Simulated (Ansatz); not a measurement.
`[F][Al]([Cl])[SeH]` + `F[C@H]1B[C@@H]1Cl` → `[Cl][Al]([Cl])[SeH]` + `F[C@H]1B[C@@H]1F`  (redistribution)

Computed with Ansatz on PBE0-D4/def2-TZVP structures; ΔE is electronic, products minus reactants. CBS: MP2 limit from def2 TZ/QZ plus the TZ coupled-cluster correction, frozen cores. DFT in def2-TZVPP. B3LYP here is the variant with VWN-RPA as its local correlation; programs differ in this. For Se outer-core shells are correlated without core-valence functions, which leaves a few kJ/mol of doubt a bond. Scalar relativity is left out up to krypton. Each species was taken in one conformer, which may not be the lowest.

`[F][Al]([Cl])[SeH]`:

Z-matrix (Å, degrees):
```
Al
F 1 1.639
Se 1 2.288 2 120.1
Cl 1 2.075 2 119.3 3 180.0
H 3 1.471 1 90.0 2 0.0
```

`F[C@H]1B[C@@H]1Cl`:

```xyz
8

F     1.687    0.736    0.790
C     0.645    0.514   -0.063
B     0.163   -0.798   -0.712
C    -0.630   -0.092    0.400
Cl   -2.164    0.746    0.481
H     0.494    1.361   -0.740
H     0.291   -1.727   -1.431
H    -0.486   -0.740    1.275
```

`[Cl][Al]([Cl])[SeH]`:

Cartesian coordinates in Å:
```
Cl 0.584 0.288 2.078
Al 0.312 -0.459 0.156
Cl 1.142 -2.291 -0.366
Se -0.889 0.693 -1.418
H -1.149 1.768 -0.450
```

`F[C@H]1B[C@@H]1F`:

Cartesian coordinates in Å:
```
F -0.743 -1.673 -0.809
C -0.588 -0.523 -0.092
B 0.429 -0.050 0.970
C 0.348 0.551 -0.451
F -0.034 1.763 -0.946
H -1.557 -0.128 0.250
H 0.907 -0.105 2.050
H 1.238 0.165 -0.971
```

| level | ΔE (kJ/mol) |
| --- | --- |
| BLYP-D4 | 53.7 |
| r2SCAN0-D4 | 48.6 |
| r2SCAN | 49.0 |
| B3LYP | 51.7 |
| CCSD/def2-SVP | 41.8 |
| CCSD(T)/def2-SVP | 42.1 |
| HF/def2-TZVPP | 44.6 |
| MP2/def2-QZVPP | 64.8 |

(1) What does CCSD(T)/CBS give? (Best estimate.)

(2) What do rigid-rotor, harmonic-oscillator terms from PBE0-D4/def2-TZVP frequencies (298.15 K, 1 bar) make of the CCSD(T)/CBS value? (Best estimate.)

Largest T1 diagnostic among the species: 0.012.

Results:

(1) Ansatz gave: +58.1 kJ/mol. The listed levels differ from it by -4.4, -9.5, -9.1, -6.4, -16.3, -16.0, -13.5, 6.7 kJ/mol.

(2) Computed: ΔZPE = +1.0 kJ/mol, ΔH = +59.0 kJ/mol, ΔS = -7 J/(mol·K), ΔG = +61.0 kJ/mol.

In def2-TZVPP, CCSD(T) changes the Hartree–Fock value by +11.1 kJ/mol (the triples alone add +0.7 kJ/mol) and MP2 by +17.8 kJ/mol. Leaving LDA and LC-ωPBE aside and taking each functional with its dispersion term where it has one, the values, not all of them listed here, spread over 9.8 kJ/mol, from HSE06-D4 to B2PLYP.
